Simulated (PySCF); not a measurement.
**Correlation energy of Ga (gallium, neutral)**

[Ar] 3d10 4s2 4p1, 2P determinant. Computed with PySCF 2.14 in x2c-QZVPPall (11s7p5d4f1g, 94 functions), with the spin-free X2C one-electron Hamiltonian (Gaussian nucleus). Frozen: [Ar] 3d10; 3 electrons correlated.

| level | correlation energy (mhartree) |
| --- | --- |
| CCSD | -47.47 |
| (T) | -0.94 |
| CCSD(T) | -48.41 |

Diagnostics: T1 = 0.013, D1 = 0.0303, largest double amplitude 0.074.

Task: Is a single reference adequate?

Result: Mostly. T1 lies below 0.03, but a double amplitude of this size points to a near-degeneracy that CCSD handles and MP2 describes poorly.
